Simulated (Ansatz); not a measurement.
Cost and result for the atomization energy of CH₃AlCl₂, SMILES `[CH3][Al]([Cl])[Cl]` (7 atoms, 6 bonds).

Charge 0, multiplicity 1. The structure was optimised at the PBE0-D4/def2-TZVP level. Program: Ansatz. All runs use 4 threads of an Arm Neoverse V2 on a shared host. Times are those of one run each, without the atoms' runs, and a repeat can differ threefold. Electronic energies, without spin–orbit coupling; frozen cores. CCSD(T)/CBS adds CCSD(T) − MP2 in def2-TZVPP to the MP2 limit, and its time is that of the two runs behind it. T1 = 0.008. B3LYP takes the VWN-RPA correlation (the form of Gaussian; ORCA's B3LYP/G).

CCSD(T)/CBS is a level of theory with its own doubt, some kJ/mol a heavy atom from the limit and from the frozen cores, so smaller differences don't rank the functionals.

```csv
level,functions,wall time
LDA (SPW92)/def2-TZVPP,199,0.75 s
CCSD(T)/def2-SVP,83,1 s
revPBE-D4/def2-TZVPP,199,1.1 s
BLYP-D4/def2-TZVPP,199,1.2 s
PBE-D4/def2-TZVPP (with forces),199,1.4 s
PBE0-D4/def2-TZVPP,199,1.8 s
B3LYP-D4/def2-TZVPP (with forces),199,2.6 s
r2SCANh-D4/def2-TZVPP,199,3.1 s
B97M-V/def2-TZVPP,199,4.6 s
ωB97M-V/def2-TZVPP (with forces),199,6.5 s
MP2/def2-QZVPP,357,7.5 s
CCSD(T)/def2-TZVPP,199,27 s
CCSD(T)/CBS(def2),–,35 s
```

Q: What atomization energy does each give, and how far from CCSD(T)/CBS? (Estimate.)

A: The calculation gave: 
```
                            level  atomization (kJ/mol)  difference from CCSD(T)/CBS  per bond
           LDA (SPW92)/def2-TZVPP                2734.1                        272.7      45.5
                 CCSD(T)/def2-SVP                2321.5                       -139.9     -23.3
             revPBE-D4/def2-TZVPP                2416.7                        -44.7      -7.5
               BLYP-D4/def2-TZVPP                2409.1                        -52.3      -8.7
  PBE-D4/def2-TZVPP (with forces)                2470.8                          9.4       1.6
               PBE0-D4/def2-TZVPP                2454.0                         -7.4      -1.2
B3LYP-D4/def2-TZVPP (with forces)                2431.0                        -30.4      -5.1
            r2SCANh-D4/def2-TZVPP                2465.8                          4.4       0.7
                B97M-V/def2-TZVPP                2487.5                         26.1       4.3
 ωB97M-V/def2-TZVPP (with forces)                2467.7                          6.3       1.0
                   MP2/def2-QZVPP                2489.0                         27.6       4.6
               CCSD(T)/def2-TZVPP                2395.0                        -66.4     -11.1
                CCSD(T)/CBS(def2)                2461.4                          0.0       0.0
```

From r2SCAN to r2SCAN0 (25 % exact exchange), in def2-TZVPP and without D4, the atomization energy moves by −27.6 kJ/mol: exact exchange takes away binding that semilocal exchange gives to molecules. Leaving LDA and LC-ωPBE aside and taking each functional with its dispersion term where it has one, the values, not all of them listed here, spread over 93.4 kJ/mol, from BHLYP-D4 to B97M-V. LDA lies +278.5 kJ/mol from PBE without D4, its usual overbinding. In def2-TZVPP, CCSD(T) changes the Hartree–Fock value by +488.4 kJ/mol (the triples alone add +33.3 kJ/mol) and MP2 by +543.4 kJ/mol; breaking electron pairs costs correlation energy, which Hartree–Fock lacks.
